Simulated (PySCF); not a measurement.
# Structure elucidation problem

The spectra below were simulated for a compound C$_{6}$H$_{7}$FN$_{2}$Si.

¹H NMR (600 MHz, computed): δ 5.58 (m, 2H), 4.71 (q, 2H), 0.53 (t, 3H).

¹³C{¹H} NMR (computed): δ 142.4 (C), 135.3 (C), 121.4 (C), 118.3 (C), 88.7 (CH2), -5.6 (CH3).

Theoretical values (PySCF 2.14): GFN2-xTB geometry, shieldings: GIAO PBE0/pcSseg-1. A single conformation, non-relativistic Hamiltonian, no solvent, averaged over atoms made equivalent by symmetry, fast rotation or ring inversion.

δ = σ(ref) − σ, references computed at the same level: ¹H, ¹³C vs TMS.

Deduce the structure.

Answers


1. Rings plus π bonds: 5 (no ring in the answer).
2. 6 carbon signals for 6 carbons: no two carbons are equivalent.
3. Carbon types of the structure: 4 × C, 1 × CH2, 1 × CH3, leaving 2 H on heteroatoms.
4. δC 142.4, 135.3: fully substituted alkene carbon; as expected for a trigonal carbon in a double bond.
5. δC 121.4, 118.3: nitrile carbon; typical of a nitrile.
6. δC 88.7: allylic sp3 CH2 bonded to F; deshielded by the electronegative neighbour.
7. δC -5.6: methyl carbon bonded to Si; an electropositive neighbour leaves it electron-rich and shielded.
8. δH 5.58: hydrogen on an allylic sp3 CH2 bonded to F; its carbon carries F, an electronegative neighbour.
9. δH 4.71: hydrogen on a silicon bonded to 2 C.
10. δH 0.53: hydrogen on a methyl carbon bonded to Si; an electropositive neighbour shields it, as in TMS itself.

Structure: SMILES C[SiH2]/C(C#N)=C(/C#N)CF.

The data come from this structure; uniqueness wasn't tested.

Splittings by ¹⁹F in the carbon and heteronuclear signals aren't shown, as no couplings were computed. Shifts are as computed. Against solution values, carbons near 30 ppm lie about +3 ppm off and those near 130 ppm about +5 ppm. Of 1309 compounds with measured shifts, 239 miss one by over three times the rms of a fit or turn the order of signals round; such compounds aren't used in these exercises. Multiplicities follow the n + 1 count of equivalent neighbours, as no J values were calculated; m marks all less simple cases, F and P coupling included.
